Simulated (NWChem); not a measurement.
System: SiH₂OBr₂; SMILES O[SiH](Br)Br

```xyz
6

Si    -0.7785     0.4400     0.0000
O     -2.2024    -0.3792     0.0000
Br     0.4281    -0.0552     1.7949
Br     0.4281    -0.0552    -1.7949
H     -1.1022     1.8788     0.0000
H     -2.1819    -1.3421     0.0000
```
Atoms are numbered in this order, from 1.

Program: NWChem. Pople sets run with spherical d functions. All runs use the structure optimised with PBE0/def2-SVP. GIAO values for the isolated, static molecule; σ is the absolute isotropic shielding, δ = σ(reference) − σ with the isolated reference molecule computed at the same levels (1H: tetramethylsilane, 17O: water, 29Si: tetramethylsilane). Spin-orbit effects, on the heavy nuclei and on their neighbours, are missing.

```
level                                 δ Si1 (ppm)  δ O2 (ppm)  σ Br3 (ppm)  δ H5 (ppm)  δ H6 (ppm)
------------------------------------  -----------  ----------  -----------  ----------  ----------
PBE0/pcSseg-1                                10.4        99.4       2359.9        6.02        2.79
LDA (Slater exchange, VWN5)/pcSseg-1         17.2       126.8       2212.9        6.53        3.04
B3LYP/6-311G**                               11.8       111.1       2309.9        5.94        2.59
```
